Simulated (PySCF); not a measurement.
# Electronic structure of Ca (calcium, neutral) at the UHF level

Configuration: [Ar] 4s2, closed-shell 1S. All numbers are calculated (PySCF 2.14, the spin-free X2C one-electron Hamiltonian (Gaussian nucleus), in cc-pVTZ-X2C).

```
Total energy                        : -679.636723 hartree
One-electron energy                 : -930.3485 hartree
Hartree (Coulomb) energy            : 286.1621 hartree
Exchange energy                     : -35.4503 hartree
⟨S²⟩                                : 0.0000
⟨L²⟩                                : 0.000
Sum of ⟨r⟩                          : 21.18 bohr
Sum of ⟨r²⟩                         : 56.21 bohr²
Langevin diamagnetic susceptibility : -44.5 ×10⁻⁶ cm³/mol
Time after the integrals            : 0.1 s of wall time on 1 thread of Neoverse-V1 (shared host)
```

| shell | electrons | mean orbital energy (eV) | rms radius, mean of both spins (bohr) |
| --- | --- | --- | --- |
| 1s | 2 | -4084.8 | 0.0888 |
| 2s | 2 | -461.60 | 0.393 |
| 2p | 6 | -371.09 | 0.362 |
| 3s | 2 | -61.544 | 1.24 |
| 3p | 6 | -36.433 | 1.38 |
| 4s | 2 | -5.341 | 4.51 |

Densities and radii are taken from the X2C orbitals without a picture-change correction, which distorts them close to the nucleus.
